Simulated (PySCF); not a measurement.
Some computed properties have been withheld. Give your best values.

Compound: Si(eta1-allyl)2Me2, C8H16Si.
Cartesian coordinates in Å at the PBE0-D3(BJ)/def2-SVP level; atoms count from 1:
```
atom  x, y, z in Å
Si1   -0.2041   -0.1379   -0.5834
C2    -0.1293   -0.3091    1.3068
C3    -1.4733   -0.1670    1.9344
C4    -2.2553   -1.1663    2.3547
H5     0.5685    0.4615    1.6775
H6     0.3139   -1.2931    1.5368
H7    -1.8588    0.8579    2.0147
H8    -1.9287   -2.2104    2.3016
H9    -3.2466   -0.9761    2.7736
C10    1.5825   -0.1106   -1.2386
C11    2.3222    1.1104   -0.8115
C12    3.2179    1.1806    0.1782
H13    1.5346   -0.1779   -2.3396
H14    2.0842   -1.0247   -0.8775
H15    2.0652    2.0366   -1.3423
H16    3.5156    0.2918    0.7446
H17    3.6898    2.1271    0.4535
C18   -1.0776    1.4631   -1.0428
H19   -1.0864    1.6120   -2.1344
H20   -0.5803    2.3330   -0.5858
H21   -2.1235    1.4498   -0.6981
C22   -1.1151   -1.6144   -1.3031
H23   -2.1183   -1.6979   -0.8564
H24   -0.5755   -2.5525   -1.0978
H25   -1.2314   -1.5220   -2.3944
```

| property | level | value |
| --- | --- | --- |
| point group | PBE0-D3(BJ)/def2-SVP | C1 |
| rotational constants A, B, C | PBE0-D3(BJ)/def2-SVP | 1.790, 0.831, 0.717 GHz |
| dipole moment | PBE0/def2-SVPD | 0.72 D |
| HOMO energy | PBE0/def2-SVPD | -6.73 eV |
| LUMO energy | PBE0/def2-SVPD | 0.15 eV |
| lowest singlet excitation | TDDFT PBE0/def2-SVPD | 6.15 eV (202 nm, f = 0.178) |
| strongest line among the 10 lowest singlet transitions | TDDFT PBE0/def2-SVPD | S6 at 6.82 eV (182 nm, f = 0.213) |
| lowest triplet excitation (Tamm–Dancoff) | TDA PBE0/def2-SVPD | 4.14 eV |
| static isotropic polarisability | PBE0/def2-SVPD | 126.0 au |
| electronic spatial extent ⟨r²⟩ about the centre of nuclear charge | PBE0/def2-SVPD | ? |
| 13C chemical shifts (computed TMS as zero) by class | GIAO PBE0/pcSseg-1 | 144.2 (C3/C11), 120.1 (C4/C12), 24.8 (C2/C10), -5.0 (C18/C22) ppm |
| 1H chemical shifts (computed TMS as zero) by class | GIAO PBE0/pcSseg-1 | ? |
| isotropic shieldings of nuclei other than C and H, by class | GIAO PBE0/pcSseg-1 | ? |

Gas-phase values; electronic properties from PySCF, density fitting. One conformer (not necessarily the lowest) at the PBE0-D3(BJ)/def2-SVP geometry, without solvent or vibrations. NMR classes are plain means over equivalent atoms (diastereotopic ones count apart unless rotation or inversion swaps them), as if these changed places fast; in this geometry the members of some classes differ.

Q: What are the 1H chemical shifts (computed TMS as zero) by class?

A: 5.91 (H7/H15), 5.16 (H17), 5.14 (H9), 5.12 (H8/H16), 1.51 (H5/H6/H13/H14), 0.01 (H19/H20/H21/H23/H24/H25) ppm.

Q: The isotropic shieldings of nuclei other than C and H, by class?

A: 352 (Si1) ppm.

Q: What is the electronic spatial extent ⟨r²⟩ about the centre of nuclear charge?

A: 1842 bohr².

The rotational constants make it an asymmetric top with κ = (2B − A − C)/(A − C) = -0.79, nearer the prolate limit (−1). The largest Löwdin shares of the HOMO are 0.21 on C4, 0.16 on C3, 0.13 on C12 and 0.10 on C11. The dipole equals about 2.4 × 10⁻³⁰ C·m (1 D = 3.33564 × 10⁻³⁰ C·m).
